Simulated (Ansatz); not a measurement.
ClH6NOSi2, SMILES `O[SiH2]N[SiH2]Cl`, relaxed with RKS PBE0-D4/def2-TZVP in the Gaussian-basis code of Ansatz from a PBE-D4/def2-SVP geometry. The force threshold is 0.005 eV/Å; the program also tests the step.

The species carries charge 0 and has multiplicity 1.

Start:

```xyz
11

O    -2.061   -1.641   -0.190
Si   -0.489   -1.284    0.280
N     0.193    0.052   -0.637
Si    0.903    1.517   -0.026
Cl    2.950    1.330    0.374
H    -2.689   -0.902   -0.106
H    -0.384   -0.842    1.714
H     0.240   -2.566    0.025
H     0.347   -0.125   -1.637
H     0.769    2.597   -1.057
H     0.221    1.865    1.260
```

Question: How much energy does the relaxation release, and in how many steps? (An estimate is asked.)

Answer: Ansatz gave: 7.77 kJ/mol, in 11 steps.

Question: Which bonds change most? (An estimate is asked.)

Answer: The calculation gave: O1–Si2 from 1.679 to 1.642 Å; Si4–Cl5 from 2.094 to 2.063 Å; Si2–N3 from 1.758 to 1.727 Å; N3–Si4 from 1.739 to 1.710 Å.

Question: Give the relaxed structure. (Estimate.)

Answer: Computed: 
```xyz
11

O    -2.032   -1.577   -0.154
Si   -0.473   -1.267    0.258
N     0.218    0.034   -0.644
Si    0.878    1.489   -0.035
Cl    2.882    1.340    0.431
H    -2.673   -0.874   -0.041
H    -0.344   -0.851    1.677
H     0.219   -2.544   -0.020
H     0.374   -0.139   -1.629
H     0.778    2.551   -1.060
H     0.175    1.840    1.217
```
